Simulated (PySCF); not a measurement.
**Worked example: entropy of an ideal gas**

ClHSSn, SMILES [Sn]([SH])[Cl] (connectivity only; charge and spin as stated), neutral, multiplicity 1.

Geometry optimised at PBE0-D3(BJ)/def2-TZVP. The def2 effective core potentials stand for the cores of Sn; spin–orbit coupling is left out. The values are those of a single conformer.

PBE0-D3(BJ)/def2-TZVP (PySCF) gives the harmonic wavenumbers 114, 327, 337, 352, 659, 2697 cm⁻¹ and the rotational temperatures 0.2122, 0.1127, 0.0736 K. The molar mass is 187.23 g/mol, the symmetry number 1, the spin multiplicity 1.

Work out the entropy at 298.15 K and 1 atm in the rigid-rotor, harmonic-oscillator model.


Translation (Sackur–Tetrode at 1 atm): S = R[1.5 ln M + 2.5 ln T − 1.16487] = 174.0 J/(mol K).
Rotation: q = (√π/σ) T^1.5/√(θA θB θC) = 217000, S = R[ln q + 3/2] = 114.7 J/(mol K).
Vibration: with u = 1.4388 ν/T, each mode gives R[u/(e^u − 1) − ln(1 − e^−u)]:
| ν (cm⁻¹) | modes | u | S (J/(mol K)) |
|---|---|---|---|
| 114 | 1 | 0.55 | 13.39 |
| 327 | 1 | 1.58 | 5.33 |
| 337 | 1 | 1.63 | 5.13 |
| 352 | 1 | 1.70 | 4.84 |
| 659 | 1 | 3.18 | 1.50 |
The stiffer modes add less than 0.005 each. Sum 30.2 J/(mol K).
Spin: R ln 1 = 0.0 J/(mol K).
Total 318.9 J/(mol K); the program's own thermochemistry gives 318.9. Translation makes up 55 % and vibration 9 %. Anharmonicity, hindered rotation and orbital degeneracy are left out.
